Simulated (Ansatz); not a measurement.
# Abstraction of Br: AlBr3 + GeH(CH3)2 → AlBr2 + GeH(CH3)2Br

Species: AlBr3 (aluminum bromide) `[Br][Al]([Br])[Br]`, singlet; GeH(CH3)2, doublet; AlBr2 `[Br][Al][Br]`, doublet; GeH(CH3)2Br, singlet. A radical takes Br: the energy is the difference in strength between the Al–Br bond broken and the Ge–Br bond made.

Shapes, held fixed at every level: PBE0-D4/def2-TZVP. Programs: Ansatz 0.2.0. Electronic energies: no zero-point or thermal term.

```tsv
level	kind	ΔE (kJ/mol)	less CCSD(T)/def2-TZVPP	CPU time (sum over the molecules)
MP2/def2-TZVPP	perturbation theory	+32.5	-0.8	–
r2SCAN-D4/def2-TZVPP	meta-GGA	+31.0	-2.3	73 s
B3LYP-D4/def2-TZVPP	global hybrid	+29.2	-4.1	73 s
PBE0-D4/def2-TZVPP	global hybrid	+26.5	-6.8	52 s
wB97X-V/def2-TZVPP	range-separated hybrid	+32.6	-0.7	2.1 min
B2PLYP/def2-TZVPP	double hybrid	+32.1	-1.2	79 s
CCSD(T)/def2-TZVPP	coupled cluster or CI	+33.3	0.0	21 min
```

The highest level, CCSD(T)/def2-TZVPP, gives ΔE = +33.3 kJ/mol; the levels span +26.5 to +33.3. The column of differences is taken from that level and isn't an error. No measured value is set beside it here. Open shells run unrestricted. Relativity is left out for Br, Ge. Outer-core shells of Br, Ge are correlated, in sets that cover them unevenly. Times are processor times on shared x86 and Arm servers, and rough.
